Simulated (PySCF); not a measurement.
## Cost of excited-state runs on `C=C[S@SP3](=O)C=C(F)F`, C4H4F2OS, triplet

Atom-mapped SMILES (the numbers label the heavy atoms): `[CH2:1]=[CH:2][S@SP3:3](=[O:4])[CH:5]=[C:6]([F:7])[F:8]` (H(Xn): hydrogen on atom n). Ha(C1) is cis to S3; Hb(C1) is trans to S3.

PySCF with density fitting, on 1 thread of an Arm Neoverse V1, shared host. Command: `OMP_NUM_THREADS=1 python excited_run.py task.json out`

How long does each of these runs take, and how much memory?
- open-shell absorption, BHandHLYP/def2-SVP; 8 states; spin flip
- open-shell absorption, CAM-B3LYP/def2-SVPD; 10 states; Tamm-Dancoff


| run | level | basis functions | wall time | peak memory (GiB) |
| --- | --- | --- | --- | --- |
| open-shell absorption | BHandHLYP/def2-SVP | 136 | 14 s | 0.68 |
| open-shell absorption | CAM-B3LYP/def2-SVPD | 208 | 83 s | 0.81 |

Times from a shared host are rough.
